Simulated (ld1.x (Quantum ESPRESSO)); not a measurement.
## Co (Z = 27): variants of one PAW potential

Base potential:

* Element: Co (Z = 27)
* Generator: ld1.x (Quantum ESPRESSO) 7.5
* Type: PAW
* Functional: Wu–Cohen
* Relativity: fully relativistic
* Frozen core: [Ar]
* Valence charge: 9
* Reference configuration: 3d7 4s2 4p0
* Partial waves: 4s (bound): rcut 2.35, rcutus 2.80 bohr; 4s channel at 4.1 Ry: rcut 2.35, rcutus 2.80 bohr; 4p (bound, empty): rcut 2.50, rcutus 2.95 bohr; 4p channel at 3.85 Ry: rcut 2.50, rcutus 2.95 bohr; 3d (bound): rcut 1.40, rcutus 1.70 bohr; 3d channel at 3.05 Ry: rcut 1.40, rcutus 1.70 bohr; 4f channel at -0.05 Ry: rcut 2.55, rcutus 3.40 bohr
* Local potential: all-electron potential smoothed inside 1.80 bohr (lloc = -2)
* Core correction: a·sin(br)/r model core, default radius (ld1.x builds one for every PAW set, though the input has nlcc=.false.)
* Augmentation charge: BESSEL, radius 1.50 bohr

Open shells are filled in proportion to 2j + 1 (rel_dist='average').

Cutoffs, loose and tight: the cutoffs (Ry, on a coarse ladder) from which the occupation-weighted sum of valence levels, in a spherical-Bessel basis at the reference potential, stays within 10 and 1 mRy of its value at 400 Ry. They do not see the model core or the augmentation charge, which bear on the density cutoff. Test errors are all-electron minus pseudo excitation energies from the reference, over the configurations 3d7 4s1 4p0; 3d7 4s0 4p0; 3d6 4s0 4p0; 3d7 4s1.5 4p0; 3d7 4s1 4p1; 3d7 4s0 4p2; 3d6 4s2 4p1. A dash means not determined; rows that change the core or the reference have their own tests. The largest error is taken over the tests solved by every variant that gives reliable tests at all: 3d6 4s2 4p1; 3d7 4s0 4p0; 3d7 4s0 4p2; 3d7 4s1 4p0; 3d7 4s1 4p1; 3d7 4s1.5 4p0.

Cutoffs are not given where the Bessel-basis levels miss the radial ones by over 6 mRy, ghosts where they miss by over 20 mRy; a channel whose overlap is not positive is not tested.

| change | outcome | bound ghosts | largest test error (meV) |
| --- | --- | --- | --- |
| base | generated | not determined | -129 |
| waves 3d (bound): rcut 1.08, rcutus 1.14 bohr; 3d channel at 3.05 Ry: rcut 1.08, rcutus 1.14 bohr | generated | not determined | -113 |
| waves 3d (bound): rcut 1.24, rcutus 1.32 bohr; 3d channel at 3.05 Ry: rcut 1.24, rcutus 1.32 bohr | generated | not determined | -116 |
| waves 3d (bound): rcut 1.40, rcutus 1.48 bohr; 3d channel at 3.05 Ry: rcut 1.40, rcutus 1.48 bohr | generated | not determined | -121 |
| waves 3d (bound): rcut 1.40, rcutus 1.98 bohr; 3d channel at 3.05 Ry: rcut 1.40, rcutus 1.98 bohr | generated | not determined | -130 |
| waves 3d (bound): rcut 1.40, rcutus 2.08 bohr; 3d channel at 3.05 Ry: rcut 1.40, rcutus 2.08 bohr | generated | not determined | -130 |
| waves 3d (bound): rcut 1.40, rcutus 2.28 bohr; 3d channel at 3.05 Ry: rcut 1.40, rcutus 2.28 bohr | generated | not determined | -138 |
| waves 3d (bound): rcut 1.40, rcutus 2.56 bohr; 3d channel at 3.05 Ry: rcut 1.40, rcutus 2.56 bohr | generated | not determined | -120 |
